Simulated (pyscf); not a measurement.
PySCF, gas phase, ωB97X-D3(BJ)/def2-SVP geometries.

How much does it cost (ΔH, 298 K, ωB97M-D3(BJ)/def2-TZVP) to split HO–Ge(OH)(OH)–GeH₂–SiH₃ at its Ge–Ge bond into HO–Ge•(OH)–OH + H₃Si–GeH₂•?

Ge–Ge to HO–Ge•(OH)–OH + H₃Si–GeH₂•: 65.8 kcal/mol. The 7 functionals that were run give +61.0 (PBE) to +74.5 kcal/mol (ωB97X-D3(BJ)/def2-TZVP). Other isomers of HO–Ge•(OH)–OH, H₃Si–GeH₂• were not searched in full and may lie lower. Elements up to Kr have no core potential and no relativistic terms here.
